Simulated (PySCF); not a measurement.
# Dipole response of Hg²⁺ (mercury, charge +2)

[Xe] 4f14 5d10, closed-shell 1S. Calculation: PySCF 2.14, in aug-cc-pVTZ-PP with one added diffuse shell each of s, p, d, f, g type with ECP60MDF (7s7p6d4f3g, 113 functions); scalar relativity through the core potential. Coupled (time-dependent) response in atomic units; α is the mean over directions.

| method | mean α (bohr³) | C₆ (like pair) | S(−4) |
| --- | --- | --- | --- |
| wB97X-V | 7.947 | 51.55 | 11.70 |
| M06 | 7.848 | 50.42 | 11.40 |

S(−4) is the Cauchy moment in α(ω) = α(0) + S(−4) ω² + …

α(iu) at M06:

| u (hartree) | α(iu) (bohr³) |
| --- | --- |
| 0 | 7.848 |
| 0.0500 | 7.820 |
| 0.100 | 7.737 |
| 0.200 | 7.434 |
| 0.300 | 7.011 |
| 0.500 | 6.059 |
| 0.750 | 4.987 |
| 1.00 | 4.130 |
| 1.50 | 2.923 |
| 2.00 | 2.152 |
| 3.00 | 1.281 |
| 5.00 | 0.5840 |

A single London oscillator, α(iu) = α/(1 + u²/ω²), gives C₆ = (3/4) ω α². Matching the computed C₆ needs ω = 4 × 50.42 / (3 × 7.848²) = 1.09 hartree.

For an ion, C₆ is the dispersion term alone; charge-induced terms of lower order in 1/R come first.

Energies and moments cover only the electrons outside the core potential. Spin-orbit coupling, which splits the p, d and f shells strongly at this Z, is absent.
